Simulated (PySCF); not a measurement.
Si(F)(Me)2(NH2) (C₂H₈FNSi), SMILES C[Si](C)(N)F.

Coordinates come from a ωB97X-D3(BJ)/def2-SVP optimisation. The structure was generated by enumeration, and PubChem lists no compound with its InChIKey, so it may never have been made. Other conformers were not sampled.

Calculation: PBE/def2-TZVP in PySCF.

Task: Estimate the frontier levels, gap, dipole moment and polarisability. (The exact figures need the calculation; the answer reports its results.)

Result: 
```yaml
highest_occupied_level: -6.21 eV
lowest_empty_level: -0.02 eV
orbital_gap: 6.18 eV
dipole_moment: 1.60 D
quadrupole, principal values (traceless, Buckingham form, about the centre of nuclear charge): -8.79, 2.84, 5.95 D·Å
mean_static_polarisability: 57.7 bohr³ (8.55 Å³)
polarisability_principal_values: 51.6, 59.4, 62.1 bohr³
```
